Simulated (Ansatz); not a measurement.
One change: `[OH][SbH][OH]` becomes `[OH][Sb]([OH])[SiH2]S`.

Ansatz, PBE0-D4/def2-TZVP geometries, multiplicity 1. Each molecule was computed in one conformer, which needn't be the lowest.

Elements past krypton have def2 core potentials.  Spin–orbit coupling is left out; it splits and shifts lone-pair levels of the heavy atoms by tenths of an eV.

| property | `[OH][SbH][OH]` |
| --- | --- |
| size of the dipole moment (ωB97M-V/def2-TZVPP) / D | 3.23 |
| ideal-gas entropy at 298 K and 1 bar (rigid rotor, harmonic PBE0-D4/def2-TZVP) / J/(mol·K) | 305 |
| size of the dipole moment (PBE/def2-TZVPP) / D | 3.00 |
| HOMO–LUMO gap (PBE/def2-TZVPP) / eV | 4.56 |
| HOMO–LUMO gap (PBE0/def2-TZVPP) / eV | 6.50 |
| HOMO energy (PBE0/def2-TZVPP) / eV | -7.35 |

Problem. Give the same properties after the change, and the shifts. (Estimate.)

Solution. Ansatz gave: 
```tsv
property	`[OH][Sb]([OH])[SiH2]S`	shift
size of the dipole moment (ωB97M-V/def2-TZVPP) / D	1.83	-1.40
ideal-gas entropy at 298 K and 1 bar (rigid rotor, harmonic PBE0-D4/def2-TZVP) / J/(mol·K)	405	100
size of the dipole moment (PBE/def2-TZVPP) / D	1.55	-1.45
HOMO–LUMO gap (PBE/def2-TZVPP) / eV	3.87	-0.69
HOMO–LUMO gap (PBE0/def2-TZVPP) / eV	5.65	-0.85
HOMO energy (PBE0/def2-TZVPP) / eV	-6.85	0.50
```

With PBE0 the HOMO rises by 0.50 eV and the LUMO falls by 0.35 eV, so the gap narrows by about 0.85 eV. PBE moves the HOMO by 0.35 eV and ωB97M-V by 0.70 eV. The zero-point energy changes by 53.0 kJ/mol with +12 modes. Dipoles are sizes alone; their direction can turn. Modes under 60 cm⁻¹, often nearly free rotors, make the harmonic entropy too high.
